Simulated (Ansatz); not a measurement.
Basis-set extrapolation for H5OPSSi, SMILES `O[SiH](P)S` (PBE0-D4/def2-TZVP geometry, frozen core, Ansatz). Multiplicity 1, RHF reference.

```json
{"": "HF", "def2-TZVPP": "-1105.134747", "def2-QZVPP": "-1105.168738"}
{"": "MP2 correlation", "def2-TZVPP": "-0.698710", "def2-QZVPP": "-0.756874"}
{"": "CCSD(T) correlation", "def2-TZVPP": "-0.781321", "def2-QZVPP": "not run"}
```

Energies in hartree. Use E(X) = E(∞) + A·exp(−7.88·√X) for Hartree–Fock and E(X) = E(∞) + B·X^(−2.97) for correlation, with X = 3 and 4, and add CCSD(T) minus MP2 of the smaller set to the MP2 limit.

Task: What is the CCSD(T) energy at the basis-set limit?

Result: HF limit: -1105.168738 + (-0.033991) × 0.13774 = -1105.17342. MP2 limit: -0.756874 + (-0.058164) × 0.74074 = -0.79996. Higher-order term: -0.781321 − (-0.698710) = -0.08261. Total: -1106.05599 hartree, 87.8 kcal/mol below CCSD(T)/def2-TZVPP.
